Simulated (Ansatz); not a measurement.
Correlation energies of ClGeH7Si2 (`[SiH3][GeH]([SiH3])[Cl]`) by basis set

```xyz
11

Si   -0.708    0.994    1.655
Ge    0.047   -0.818    0.305
Si    0.856   -0.224   -1.857
Cl   -1.713   -2.057   -0.049
H    -1.293    0.472    2.916
H     0.441    1.885    1.968
H    -1.732    1.758    0.898
H     1.037   -1.726    1.061
H    -0.191    0.560   -2.559
H     1.175   -1.452   -2.629
H     2.081    0.607   -1.710
```

The species carries charge 0 and has multiplicity 1. Correlated methods include outer-core shells of Ge, which these sets cover unevenly. Scalar relativity is left out up to krypton. The geometry is a stationary point of PBE0-D4/def2-TZVP. Frozen core, restricted reference, the Gaussian-basis code of Ansatz.

```csv
basis,HF (Eh),MP2 corr.
def2-SVP,-3116.25856,-0.56603
def2-TZVPP,-3116.88981,-0.70140
def2-QZVPP,-3116.96233,-1.00380
```

(1) Estimate the CCSD correlation energy and the (T) correction in each basis where they were run (hartree).

## Answers

(1) 
```
     basis  CCSD corr.       (T)
  def2-SVP    -0.62694  -0.01652
def2-TZVPP    -0.76789  -0.02881
```
